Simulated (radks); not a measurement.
Problem. These are the eigenvalues of the occupied orbitals of an atom or ion with whole-number occupations (eV). All-electron calculation, non-relativistic Kohn-Sham, LDA (Slater exchange, Perdew-Wang correlation), spin-unpolarised, spherical densities, point nucleus. Program: a radial shooting solver on a logarithmic mesh with Libxc functionals.

| orbital | eigenvalue |
|---|---|
| 1s | -30405.69 |
| 2s | -4587.512 |
| 2p | -4309.594 |
| 3s | -943.6833 |
| 3p | -827.3299 |
| 3d | -610.4981 |
| 4s | -191.6185 |
| 4p | -151.2646 |
| 4d | -82.5425 |
| 5s | -44.6377 |
| 5p | -34.4104 |

Which element is it, and in what charge state? The configuration may be excited.

Solution. Z = 52, tellurium, charge +3: Te3+ in [Kr] 4d9 5s1 5p3. The list shows which subshells hold electrons but not how many an open one holds; the 1s level, -1117.4 hartree, gives Z - s = 47.3 by -(Z - s)^2/2, which with screening narrows Z to a few neighbours, and the depths of the outer levels then fix element, charge and occupations together.
